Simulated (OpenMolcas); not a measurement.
Os5+: moving or changing the point charges

Os5+ among 3 point charges of -3 e arranged as a planar triangle (D3h), 2.16 Å from the ion.

```
Program             : OpenMolcas
Method              : SS-CASPT2, IPEA 0.25 Eh, imaginary shift 0.1 Eh (closed shells correlated: 4f 5s 5p)
Basis               : ANO-RCC-VTZP [8s7p5d3f2g1h]
Scalar Hamiltonian  : DKH2, point nucleus
Active space        : 3 electrons in 5 orbitals (5d)
State averaging     : 2S+1 = 4 even, 10 roots; 2S+1 = 2 even, 40 roots
Spin-orbit coupling : RASSI with atomic mean-field integrals over the reference wave functions
```

Runs around this geometry, states (labels of D3, the rotations of D3h). Energies in cm-1 above the lowest state or level, χT in cm3 K/mol.

```json
{"R (Å)": "2.16", "q (e)": "-1.5", "Ground state": "4A2", "First state of that spin": "4A2 390", "First gap with spin-orbit (degeneracies)": "2420 (2, 2)", "χT at 300 K": "0.093", "First state of another spin": "2A2 13110"}
{"R (Å)": "2.06", "q (e)": "-3", "Ground state": "4A2", "First state of that spin": "4A1 8920", "First gap with spin-orbit (degeneracies)": "2180 (2, 2)", "χT at 300 K": "0.516", "First state of another spin": "2E 13210"}
{"R (Å)": "2.16", "q (e)": "-3", "Ground state": "4A2", "First state of that spin": "4A1 6680", "First gap with spin-orbit (degeneracies)": "2590 (2, 2)", "χT at 300 K": "0.302", "First state of another spin": "2A2 13160"}
{"R (Å)": "2.29", "q (e)": "-3", "Ground state": "4A2", "First state of that spin": "4A1 4400", "First gap with spin-orbit (degeneracies)": "2910 (2, 2)", "χT at 300 K": "0.168", "First state of another spin": "2A2 13060"}
```

Taking the first state of the same spin as R^-n, n = -ln(4400 / 8920) / ln(2.29 / 2.06) = 6.7 between the shortest and longest distance.

Roots that are degenerate in the reference are averaged as groups; the widest CASPT2 spread within a group is 170 cm-1 (the 2-fold group of multiplicity 4 near 2620 cm-1 above the lowest state of its run, R = 2.16, q = -1.5). Shifts and gaps below about the spread of the groups concerned are not significant. Free-ion shares, where given, are those of the reference states; single-state CASPT2 does not remix them. Spin-orbit coupling mixes the spin-free states strongly: the lowest level takes only 26 % from its leading state, 4A2, which lies 386 cm-1 above the lowest spin-free state (figures for R = 2.16, q = -1.5; the like holds for R = 2.06, q = -3, R = 2.16, q = -3, R = 2.29, q = -3). The ground term spreads over less than 5000 cm-1, several times less than with real ligands, so orbital moments are less quenched and χT lies further from the spin-only value than at real sites (holds for R = 2.16, q = -1.5). This is an electrostatic model: the charges have no orbitals. No measured value stands beside these numbers.
